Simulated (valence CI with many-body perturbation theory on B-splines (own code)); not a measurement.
**Lu58+ in three bases**

Calculated by configuration interaction combined with many-body perturbation theory (CI+MBPT): three valence electrons over a frozen Dirac-Fock core [Ne], a basis of 9 s, 9 p, 8 d, 6 f, 3 g, 1 h functions for each j, with the one-electron correlation potential Σ1 (screened to all orders), the two-electron term Σ2, the three-electron term Σ3, Breit, model QED; selected single and double excitations, second order for the rest, scaled by the run's own slope (own B-spline code, finite nucleus).

The last digits are not significant, and no measured levels were compared; by estimate large intervals hold to a few tenths of a per cent, small ones and those within an open d or f shell to about a per cent.

The reference run has the lowest level (3s^2 3p1/2) J=1/2 and an ionisation energy of 6071.03 eV. Its largest variational space holds 8458 state functions.

Levels are named by their leading jj configuration (3d3/2^4 stands for four electrons in 3d with j = 3/2), which in mixed levels can hold well under half, so a name can repeat and another be missing. Letters in brackets count levels of one name in rising energy.

Changed runs:
A. basis 6 s, 6 p, 5 d, 3 f, 1 g
B. basis 5 s, 5 p, 4 d, 2 f

Excitation energies of the reference run in cm⁻¹, and shifts in cm⁻¹:

```tsv
Level	Reference	A	B
(3s 3p1/2^2) J=1/2	1262790	-21	-52
(3s^2 3p3/2) J=3/2	2408020	-31	-75
(3s 3p1/2 3p3/2) J=3/2 [a]	3441730	-182	-549
(3s 3p1/2 3p3/2) J=5/2	3579610	-45	-128
(3s 3p1/2 3p3/2) J=3/2 [b]	3744190	-1.6	+6.7
(3s 3p1/2 3p3/2) J=1/2	3820240	+29	+145
(3s^2 3d3/2) J=3/2	4194440	+286	+926
(3s^2 3d5/2) J=5/2	4675230	+218	+637
(3p1/2^2 3p3/2) J=3/2	4987520	-72	-206
(3s 3p1/2 3d3/2) J=3/2 [a]	5095240	-29	-96
(3s 3p1/2 3d3/2) J=5/2	5192090	+92	+215
(3s 3p1/2 3d3/2) J=1/2	5393680	+200	+583
Ionisation energy (eV)	6071.03	-0.021	-0.07
```
